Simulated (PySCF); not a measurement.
# SnSBr₂, singlet: data card

Method: PySCF, PBE0, basis Sn def2-SVP with ECP28, S def2-SVP, Br def2-SVP (scalar-relativistic core potentials, no spin–orbit coupling, density fitting).

The structure is a minimum.

| Quantity | Value |
| --- | --- |
| Point group | C2v |
| Bond lengths | Sn–Br 2.473 Å (×2), Sn–S 2.212 Å |
| Bond angles | Br–Sn–Br 103.5°, Br–Sn–S 128.2° (×2) |
| Principal quadrupole moments (Buckingham, traceless) about the centre of mass | -6.68, 0.79, 5.90 D Å |
| Atomisation energy without zero-point energy | 876 kJ/mol |
| Rotational constants | 0.03901, 0.02831, 0.0164 cm⁻¹ |
| Heat capacity Cp at 298.15 K | 77.8 J/(mol K) |
| Principal polarisabilities | 47.3, 94.0, 113.9 bohr³ |
| Highest occupied level | -7.48 eV |
| Zero-point energy | 7.6 kJ/mol |
| Dipole moment | 1.48 D |
| Enthalpy at 298.15 K above 0 K | 18.99 kJ/mol |
| Entropy at 298.15 K and 1 bar | 367.2 J/(mol K) |
| Rotational symmetry number | 2 |
| Lowest empty level | -3.53 eV |

Harmonic modes (masses in u: Sn 119.902, S 31.972, Br 78.918):
| symmetry | ω (cm⁻¹) | IR (km/mol) |
| --- | --- | --- |
| a1 | 81 | 1.4 |
| b1 | 90 | 5.8 |
| b2 | 94 | 8.0 |
| a1 | 245 | 13.0 |
| b2 | 271 | 50.5 |
| a1 | 489 | 33.9 |

In C2v the vibrations span 3a1 + b1 + 2b2. Here b1 is antisymmetric to the molecular plane and b2 lies in it.

Charges (e):
| atom | Mulliken | Löwdin | polar tensor | Mayer order to Sn1 |
| --- | --- | --- | --- | --- |
| Sn1 | 0.68 | 0.20 | 1.44 | – |
| S2 | -0.26 | -0.12 | -0.48 | 1.88 |
| Br3,4 | -0.21 | -0.04 | -0.48 | 1.00 |

Mulliken populations on Sn1 (electrons outside its core potential): s 3.31, p 7.72, d 10.29.

Outer orbital energies (eV). occupied: -10.85, -10.29, -9.74, -9.17, -9.17, -8.93, -7.78, -7.48; empty: -3.53, -2.75, -0.10, 1.41.

Counting electrons, tin keeps none of its valence electrons outside its bonds, so the VSEPR class is AX3 and the expected shape is trigonal planar; with unlike ligands the computed point group is C2v.

This need not be the most stable arrangement of these atoms.

The final relaxation and frequency run took of the order of 2.5 core-minutes on a shared host.
